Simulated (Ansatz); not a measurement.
Input file for Ansatz (an electronic-structure program): R-B3LYP/def2-TZVPP on C2H10O2W (SMILES C[O][WH4][O]C), atoms moved off the minimum. Elements past Kr take the def2 small-core potentials; no spin–orbit coupling.

Ansatz 0.2 input:
```yaml
crystal:
  periodic: [false, false, false]
  atoms:
    - {symbol: W, position_ang: [0.16069974, 0.07175137, 0.09262187]}
    - {symbol: O, position_ang: [-1.67942064, 0.52311450, -0.43771496]}
    - {symbol: C, position_ang: [-2.90938865, 1.03511311, -0.06513435]}
    - {symbol: H, position_ang: [-2.93186336, 1.06582237, 1.18780996]}
    - {symbol: H, position_ang: [-3.12582406, 1.77678172, -0.56893073]}
    - {symbol: H, position_ang: [-3.63489954, 0.41916761, -0.38213189]}
    - {symbol: O, position_ang: [1.40914897, -0.74309377, -1.04078519]}
    - {symbol: C, position_ang: [2.72442997, -1.08584522, -1.06707804]}
    - {symbol: H, position_ang: [3.35012706, -0.37780618, -1.76844699]}
    - {symbol: H, position_ang: [3.24372568, -1.17307298, -0.05824092]}
    - {symbol: H, position_ang: [2.70295857, -2.13738418, -1.41474403]}
    - {symbol: H, position_ang: [-0.39794110, -1.36818458, 1.14069789]}
    - {symbol: H, position_ang: [-0.43075507, 0.31464387, 1.79039376]}
    - {symbol: H, position_ang: [1.17541519, -0.28519889, 1.54008024]}
    - {symbol: H, position_ang: [0.62722307, 1.40638687, 0.90899960]}
basis:
  gaussian:
    orbitals: def2-TZVPP
hamiltonian:
  xc: {name: B3LYP}
scf: {lower_state_search: off}
output: {forces: true}
```

Question: What total energy does the run end on?

Answer: -299.8155 hartree.
